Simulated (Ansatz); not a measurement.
```yaml
atoms:
  - { symbol: O, position_ang: [-0.2384, 1.6412, -0.9820] }
  - { symbol: N, position_ang: [-0.1045, 0.5088, -0.6245] }
  - { symbol: P, position_ang: [0.1094, -1.2999, -0.0534] }
```

Basis set: cc-pVDZ (spherical functions). Frozen core: 7 orbitals. Charge 0, multiplicity 1.

Computed with Ansatz (development build ahead of 0.2.0); the reference of a correlated method needn't be the lowest determinant of its kind. Restricted open shells among the atoms or ions are ROHF, correlated in semicanonical orbitals with singles.

Problem. Give the atomization energy at this shape (free ground-state atoms in the same class of orbitals less the molecule, no zero-point energy) of singlet NOP by RHF-CCSD(T), RHF-CCSD.

Solution.

```tsv
method	atomization energy
RHF-CCSD(T)	6.59 eV
RHF-CCSD	5.46 eV
```

Caution: large amplitudes, a single reference is doubtful; no unrestricted run beside it, a lower state can exist; the reference determinant was not shown to be the lowest.
